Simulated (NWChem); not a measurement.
Two isomers of C$_{3}$H$_{7}$NSi, each optimised at PBE0/def2-SVP with NWChem. Flexible species stand in one conformer each, which need not be the lowest. One or both are not confirmed as a minimum by frequencies.

A: [SiH2]1C=CN1C
B: C=C1CN[SiH2]1

Task: Which is lower in energy, by how much, and how do their other properties compare?

Result: B is lower by 2.7 kcal/mol in electronic energy.
```json
[
 {"": "highest occupied level (eV)", "A": "-5.67", "B": "-6.50"},
 {"": "orbital gap (eV)", "A": "5.95", "B": "6.37"},
 {"": "dipole (D)", "A": "1.04", "B": "0.87"}
]
```
